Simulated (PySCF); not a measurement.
**[C25H16N]+: Orbital levels and atomic charges**

System: [C25H16N]+ (charged doped PAH), SMILES c1ccc2cc3cc4c(cc[n+]5ccc6ccccc6c45)cc3cc2c1.

Cartesian coordinates (Å):
```
  1 C     6.4141   -0.0241   -0.6154
  2 C     6.0304    1.3040   -0.3193
  3 C     4.7265    1.6090   -0.0806
  4 C     3.7253    0.6034   -0.1326
  5 C     2.3897    0.8843    0.1197
  6 C     1.4048   -0.1044    0.0265
  7 C     0.0519    0.1903    0.2484
  8 C    -0.9389   -0.7689    0.0997
  9 C    -0.5328   -2.1342   -0.1330
 10 C    -1.5390   -3.1379   -0.0442
 11 C    -2.7912   -2.8171    0.3294
 12 N    -3.1899   -1.5034    0.4956
 13 C    -4.4723   -1.2695    0.9186
 14 C    -4.9522   -0.0165    1.0767
 15 C    -4.1833    1.0928    0.6385
 16 C    -4.6999    2.3968    0.6380
 17 C    -3.9847    3.4258    0.0794
 18 C    -2.7604    3.1616   -0.5436
 19 C    -2.2175    1.9011   -0.5259
 20 C    -2.8797    0.8430    0.1284
 21 C    -2.3351   -0.4774    0.2405
 22 C     0.7933   -2.4387   -0.3517
 23 C     1.7905   -1.4488   -0.3164
 24 C     3.1381   -1.7312   -0.5413
 25 C     4.1121   -0.7417   -0.4581
 26 C     5.4853   -1.0169   -0.6853
 27 H     7.4568   -0.2387   -0.7911
 28 H     6.7864    2.0733   -0.2854
 29 H     4.4267    2.6207    0.1474
 30 H     2.0992    1.8934    0.3748
 31 H    -0.1926    1.1808    0.5989
 32 H    -1.2768   -4.1674   -0.2234
 33 H    -3.5552   -3.5596    0.4937
 34 H    -5.0619   -2.1458    1.1387
 35 H    -5.9413    0.1425    1.4737
 36 H    -5.6785    2.5652    1.0596
 37 H    -4.3832    4.4281    0.0753
 38 H    -2.2434    3.9569   -1.0566
 39 H    -1.3093    1.7072   -1.0729
 40 H     1.0809   -3.4662   -0.5189
 41 H     3.4318   -2.7413   -0.7873
 42 H     5.7754   -2.0307   -0.9182
```

Method: PBE0/6-31G*, gas phase, PySCF, fitting set def2-universal-JFIT up to Ne and JKFIT beyond, grid level 1.

Q: Give the orbital energies near the gap.

A: 
| orbital | eV |
| --- | --- |
| HOMO-4 | -10.79 |
| HOMO-3 | -10.41 |
| HOMO-2 | -9.90 |
| HOMO-1 | -9.77 |
| HOMO | -8.36 |
| LUMO | -5.91 |
| LUMO+1 | -4.68 |
| LUMO+2 | -4.43 |
| LUMO+3 | -3.82 |

Q: Give the partial charges of the non-hydrogen atoms.

A: 
```tsv
atom	Mulliken	IAO	Hirshfeld
C1	-0.17	-0.12	-0.02
C2	-0.17	-0.13	-0.02
C3	-0.19	-0.14	-0.03
C4	0.10	0.01	0.01
C5	-0.28	-0.13	-0.03
C6	0.11	0.00	0.01
C7	-0.29	-0.11	-0.02
C8	0.02	-0.03	-0.01
C9	0.14	0.00	0.00
C10	-0.23	-0.12	-0.02
C11	0.03	-0.07	0.01
N12	-0.54	0.01	0.05
C13	0.05	-0.05	0.03
C14	-0.25	-0.14	-0.02
C15	0.14	0.03	0.02
C16	-0.20	-0.14	-0.02
C17	-0.15	-0.11	0.00
C18	-0.17	-0.13	-0.02
C19	-0.22	-0.13	-0.02
C20	0.02	-0.02	0.01
C21	0.33	0.15	0.10
C22	-0.27	-0.13	-0.03
C23	0.12	0.01	0.01
C24	-0.27	-0.14	-0.03
C25	0.11	0.02	0.02
C26	-0.20	-0.14	-0.03
```
